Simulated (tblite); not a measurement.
Write Cartesian coordinates for `CCO[Si@@H](F)C(F)(F)F` as optimised with GFN2-xTB.

```xyz
15
C3H6F4OSi angstrom
C      2.380   -0.679   -0.081
C      1.199   -0.216    0.753
O      0.410    0.667   -0.021
Si    -1.066    1.250   -0.013
F     -1.145    2.031   -1.397
C     -2.358   -0.205   -0.150
F     -2.390   -0.946    0.986
F     -3.626    0.191   -0.358
F     -2.069   -1.077   -1.136
H      3.021   -1.323    0.514
H      2.954    0.180   -0.420
H      2.030   -1.228   -0.950
H      1.538    0.324    1.643
H      0.591   -1.069    1.071
H     -1.475    2.109    1.075
```

Any rigid rotation of these coordinates is as good. Atoms count from 1 in this order. O3 (silyl ether oxygen) is bent (angle 138.1°). Si4 (fluorine-bound silicon) is distorted tetrahedral (angles from 102.8° to 119.0°).

Bonds between heavy atoms (Å): C1–C2 1.519, C2–O3 1.415, O3–Si4 1.587, Si4–F5 1.591, Si4–C6 1.951, C6–F7 1.357, C6–F8 1.345, C6–F9 1.347.

Structure optimised with GFN2-xTB, isolated species.

Point group: C1 (no symmetry element, even within 0.4 Å). Its lowest GFN2-xTB frequency is 12 cm⁻¹, too small to tell a flat minimum from a shallow saddle. One conformer, not necessarily the lowest (C1–C2–O3–Si4 161°, C2–O3–Si4–F5 -172°).

All values are computed, not measured.
